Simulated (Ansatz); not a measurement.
This geometry of CH$_{4}$NOSb (8 atoms, charge 0, multiplicity 1) is a first-order saddle point.

These are results of Ansatz 0.2.0, RKS PBE-D4/def2-SVP, not measurements.

```xyz
8
Properties=species:S:1:pos:R:3
O -0.633 2.001 -0.559
C 0.364 1.429 -0.130
N 0.445 0.094 0.115
Sb -1.287 -1.059 -0.280
H 1.324 1.978 0.101
H 1.329 -0.281 0.472
H -0.326 -2.317 -1.014
H -1.124 -1.902 1.239
```

Which two structures does it join? (They come from a converged band through this point; their orientation in space is the band's.)

No bond is made or broken. The dihedral C2–N3–Sb4–H7 goes from 80 to -170°. The two ends are copies of one structure, up to a mirror image or an exchange of like atoms.

Initial state:

```xyz
8
Properties=species:S:1:pos:R:3
O -0.496 1.572 -1.027
C 0.418 1.286 -0.248
N 0.418 0.147 0.478
Sb -1.356 -0.975 0.123
H 1.310 1.956 -0.095
H 1.207 -0.089 1.087
H -0.783 -1.653 -1.373
H -0.626 -2.301 1.000
```

Final state:

```xyz
8
Properties=species:S:1:pos:R:3
O -0.842 1.741 -0.114
C 0.316 1.336 0.022
N 0.649 0.036 -0.130
Sb -1.052 -1.122 -0.679
H 1.167 2.025 0.282
H 1.608 -0.283 0.027
H -0.090 -2.560 -0.411
H -1.664 -1.232 0.946
```

How far does it lie above each of them?

1.1 kcal/mol above the first and 1.1 kcal/mol above the second. This is the barrier of this one path; another mechanism may lie lower.

Time of the run: 4.8 min on 1 thread of Arm Neoverse V1 (shared host), peak memory 0.13 GiB.
